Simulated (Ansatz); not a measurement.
Basis-set extrapolation for `CO[Si@@H](O)[Si@H](O)Cl` (PBE0-D4/def2-TZVP geometry, frozen core, the Gaussian-basis code of Ansatz). Multiplicity 1, RHF reference.

```csv
,def2-TZVPP,def2-QZVPP
HF,-1304.249865,-1304.294283
MP2 correlation,-1.312616,-1.422166
CCSD(T) correlation,-1.418822,not run
```

Energies in hartree. Use E(X) = E(∞) + A·exp(−7.88·√X) for Hartree–Fock and E(X) = E(∞) + B·X^(−2.97) for correlation, with X = 3 and 4, and add CCSD(T) minus MP2 of the smaller set to the MP2 limit.

Problem. What is the CCSD(T) energy at the basis-set limit?

Solution. HF limit: -1304.294283 + (-0.044418) × 0.13774 = -1304.30040. MP2 limit: -1.422166 + (-0.109550) × 0.74074 = -1.50331. Higher-order term: -1.418822 − (-1.312616) = -0.10621. Total: -1305.90992 hartree, 151.4 kcal/mol below CCSD(T)/def2-TZVPP.
